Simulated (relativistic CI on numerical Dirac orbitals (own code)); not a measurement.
Method of calculation: Dirac-Coulomb-Breit CI, orbitals from a KLI potential per configuration, QED by a radiative potential, unscaled Slater integrals (own radial code, finite nucleus).

Configuration list (outside the closed core 1s2): 2s²2p⁴, 2s2p⁵, 2p⁶, 2p⁵3s, 2p⁵3p, 2p⁵3d, 2s²2p³3s, 2s²2p³3p, 2s²2p³3d, 2s2p⁴3s, 2s2p⁴3p, 2s2p⁴3d, 2s²2p³4s, 2s²2p³4p, 2s²2p³4d, 2s²2p³4f, 2s2p⁴4s, 2s2p⁴4p, 2s2p⁴4d, 2s2p⁴4f, 2s²2p²3s², 2s²2p³5s, 2s²2p³5p, 2s²2p²3s3p, 2s²2p³5d, 2s²2p³5f, 2s²2p³5g, 2s²2p²3p², 2s²2p²3s3d, 2s²2p²3p3d, 2s2p³3s², 2s²2p²3d², 2s2p³3s3p, 2s2p⁴5s, 2s2p³3p², 2s2p⁴5p. Levels of other configurations are missing.

At this charge energies of transitions that change n are usually good to better than 1 %, and those within a shell (Δn = 0) to a few per cent.

Outline of the computed level scheme of Br XXVIII. Lowest level of each configuration: 2s²2p⁴ ³P2 at 0.00 eV; 2s2p⁵ ³P°2 at 196.85 eV; 2p⁶ ¹S0 at 447.00 eV; 2s²2p³3s ⁵S°2 at 1686.26 eV; 2s²2p³3p ⁵P1 at 1729.31 eV; 2s²2p³3d ⁵D°2 at 1793.74 eV.

Some strong electric-dipole decays among the lowest 45 levels: 2s²2p³3d ³D°3 → 2s²2p⁴ ³P2 (5.3e+13 s⁻¹); 2s²2p³3d ³D°2 → 2s²2p⁴ ³P2 (2.1e+13 s⁻¹); 2s²2p³3s ³S°1 → 2s²2p⁴ ³P2 (7.8e+12 s⁻¹); 2s²2p³3s ¹D°2 → 2s²2p⁴ ¹D2 (7.8e+12 s⁻¹); 2s²2p³3s ³D°1 → 2s²2p⁴ ³P1 (6.9e+12 s⁻¹); 2s²2p³3d ⁵D°1 → 2s²2p⁴ ³P2 (6.2e+12 s⁻¹); 2s²2p³3s ¹P°1 → 2s²2p⁴ ¹S0 (5.7e+12 s⁻¹); 2s²2p³3s ³P°0 → 2s²2p⁴ ³P1 (4.3e+12 s⁻¹).

LS names give the leading component of a level, which can be under half, so a name can repeat, a term be missing and a line seem to break the LS rules.
